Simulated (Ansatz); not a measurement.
C₂H₈OSSi, SMILES `CO[SiH2]SC`. Charge 0, multiplicity 1.

```xyz
13

C     1.9324    0.1220   -0.8915
O     0.5913    0.4178   -1.2144
Si   -0.6437   -0.6282   -0.9496
S    -0.8856   -1.1412    1.0937
C    -1.3372    0.4907    1.7565
H     2.0436   -0.1149    0.1719
H     2.3047   -0.7259   -1.4775
H     2.5387    0.9987   -1.1239
H    -1.8382    0.0814   -1.4625
H    -0.4137   -1.9311   -1.6280
H    -1.5001    0.3648    2.8262
H    -2.2564    0.8542    1.2977
H    -0.5358    1.2116    1.6013
```

Problem. Give the diagnostics of a CCSD(T)/def2-TZVPP run (frozen core, the Gaussian-basis code of Ansatz). (An estimate is asked.)

Solution. Ansatz gave: T1 = 0.0111, largest single amplitude 0.010, largest double 0.014, (T) share of the correlation energy 3.8 %, 9 CCSD cycles. The RHF solution is stable towards an unrestricted one. T1 lies under the customary mark of 0.02 for closed shells.
